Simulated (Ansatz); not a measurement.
Geometry optimisation, RKS r2SCAN-D4/def2-SVP in Ansatz.

Input file:

```yaml
crystal:
  periodic: [false, false, false]
  atoms:
    - { symbol: B, position_ang: [-0.1499, -0.6459, 0.1856] }
    - { symbol: Se, position_ang: [0.89, 1.0618, 0.4545] }
    - { symbol: H, position_ang: [-1.3154, -0.6794, 0.6213] }
    - { symbol: H, position_ang: [0.3163, -1.4852, -0.4622] }
    - { symbol: H, position_ang: [0.33109, -1.29554, 1.03148] }
basis:
  gaussian: { orbitals: def2-SVP }
hamiltonian:
  xc: r2scan
  dispersion: d4
relax:
  f_tol: 0.02
  max_steps: 50
output:
  orbitals: {}
```

Launched with:

```bash
$ ansatz run input.yaml --threads 1 --pin off --max-ram 2048MiB --backend cpu --events-out ev --progress --plain --runs-dir out
```

**Question.** Where does it end, and by what steps?

**Answer.** The run converged. After 14 steps the energy has fallen by 3.179 eV; H5 moved furthest, 1.70 Å. Parted: B1–H5. Joined: Se2–H5.

```json
{"step": "0", "energy less start (eV)": "0.0000", "largest force component (eV/Å)": "4.058", "accepted": "yes"}
{"step": "1", "energy less start (eV)": "-0.5319", "largest force component (eV/Å)": "1.295", "accepted": "yes"}
{"step": "2", "energy less start (eV)": "-0.9741", "largest force component (eV/Å)": "1.335", "accepted": "yes"}
{"step": "3", "energy less start (eV)": "-1.5579", "largest force component (eV/Å)": "1.625", "accepted": "yes"}
{"step": "4", "energy less start (eV)": "-1.8191", "largest force component (eV/Å)": "2.249", "accepted": "yes"}
{"step": "5", "energy less start (eV)": "-2.0698", "largest force component (eV/Å)": "0.709", "accepted": "yes"}
{"step": "6", "energy less start (eV)": "-2.2694", "largest force component (eV/Å)": "0.920", "accepted": "yes"}
{"step": "7", "energy less start (eV)": "-2.5096", "largest force component (eV/Å)": "0.968", "accepted": "yes"}
{"step": "8", "energy less start (eV)": "-2.7207", "largest force component (eV/Å)": "1.536", "accepted": "yes"}
{"step": "9", "energy less start (eV)": "-2.9701", "largest force component (eV/Å)": "1.333", "accepted": "yes"}
{"step": "10", "energy less start (eV)": "-3.1647", "largest force component (eV/Å)": "0.388", "accepted": "yes"}
{"step": "11", "energy less start (eV)": "-3.1652", "largest force component (eV/Å)": "0.341", "accepted": "yes"}
{"step": "12", "energy less start (eV)": "-3.1626", "largest force component (eV/Å)": "0.542", "accepted": "no"}
{"step": "13", "energy less start (eV)": "-3.1785", "largest force component (eV/Å)": "0.085", "accepted": "yes"}
{"step": "14", "energy less start (eV)": "-3.1795", "largest force component (eV/Å)": "0.003", "accepted": "yes"}
```

```xyz
5
Properties=species:S:1:pos:R:3
B -0.530 -0.776 0.079
Se 0.561 0.360 1.147
H -1.664 -0.404 -0.078
H -0.096 -1.790 -0.398
H 1.801 -0.434 1.081
```

The run took 37 s on 1 thread of Arm Neoverse V1, on a shared host, peak memory 0.11 GiB.
